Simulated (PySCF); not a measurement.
Re(O)3(OH) (HO₄Re), SMILES [O]=[Re](=[O])(=[O])[OH], multiplicity 1. Atoms are numbered in the order given.

```xyz
6

Re     0.0000     0.0000    -0.0271
O     -1.3716    -0.7919    -0.6301
O      0.0000     1.5838    -0.6301
O      1.3716    -0.7919    -0.6301
O      0.0000     0.0000     1.7997
H      0.0000     0.0000     2.7566
```
Charge 0, spin multiplicity 1.

Coordinates come from a PBE0-D3(BJ)/def2-SVP optimisation. A frequency run showed that this geometry is not a minimum. The spin state was assumed, not searched. The isomer is the one that the SMILES or the coordinates give; other isomers of the formula were not compared. The def2 effective core potentials stand for the cores of Re; spin–orbit coupling is left out. One conformer was computed; it need not be the lowest.

These are HF/def2-TZVP run with PySCF values and carry that method's errors.

Isolated molecule, no solvent.

Question: Estimate the frontier levels, gap, dipole moment and polarisability. (An estimate is asked for; the answer gives what the named calculation found.)

Answer: 
```yaml
highest_occupied_level: -13.62 eV
lowest_empty_level: 0.94 eV
orbital_gap: 14.56 eV
dipole_moment: 4.67 D
quadrupole, principal values (traceless, Buckingham form, about the centre of nuclear charge): -6.65, -6.65, 13.29 D·Å
mean_static_polarisability: 42.7 bohr³ (6.32 Å³)
polarisability_principal_values: 41.8, 43.1, 43.1 bohr³
```
